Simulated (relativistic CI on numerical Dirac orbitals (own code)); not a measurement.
# Sensitivity of the levels of Ta²²⁺ to α and to the nuclear radius

These numbers are calculated, not measured: Dirac-Coulomb-Breit CI, orbitals from a KLI potential per configuration, derivatives by finite differences, unscaled Slater integrals, QED left out (own radial code, finite nucleus).

Configuration list (outside the closed core [Ar] 3d10 4p6 4d10): 4s2.4f5, 4s2.4f4.5s, 4s2.4f3.5s2, 4s.4f4.5s2. Levels of other configurations are missing.

With x = (α/α₀)² − 1 an excitation energy changes as ω = ω₀ + qx; K = 2q/ω₀ is the relative enhancement. Terms are leading LS components, so labels can repeat. The field-shift factor is F = δν/δ⟨r²⟩ for the transition from the lowest level.

Lowest level 4s2.4f5 6H°_5/2.

```
           Level  ω₀ (cm⁻¹)  q (cm⁻¹)  F (GHz/fm²)
 4s2.4f5 6H°_7/2     7821.0     11510        0.473
 4s2.4f5 6H°_9/2    15432.4     20200        0.848
4s2.4f5 6H°_11/2    22432.0     25950         1.12
 4s2.4f5 6F°_3/2    22531.6     10700        0.577
 4s2.4f5 6F°_1/2    22869.2     13770        0.686
 4s2.4f5 6F°_5/2    23199.9      7255        0.467
4s2.4f5 6H°_13/2    28710.5     29140         1.29
 4s2.4f5 6F°_7/2    29914.4     18230        0.911
4s2.4f5 6H°_15/2    33783.9     27720          1.3
 4s2.4f5 6F°_9/2    37468.8     26470         1.27
4s2.4f5 6F°_11/2    44940.6     32520         1.55
 4s2.4f5 4G°_5/2    45521.6     13080        0.886
4s2.4f5 4M°_15/2    48561.0      8910        0.774
```

At this charge energies of transitions that change n are usually good to better than 1 %, and those within a shell (Δn = 0) to a few per cent. Terms inside the open d or f shell come out 10 to 20 % too wide with unscaled integrals.

(1) Which transition from the lowest level has the largest |K|?

Results:

(1) 4s2.4f5 6H°_7/2 at 7821.0 cm⁻¹, K = 2.94.
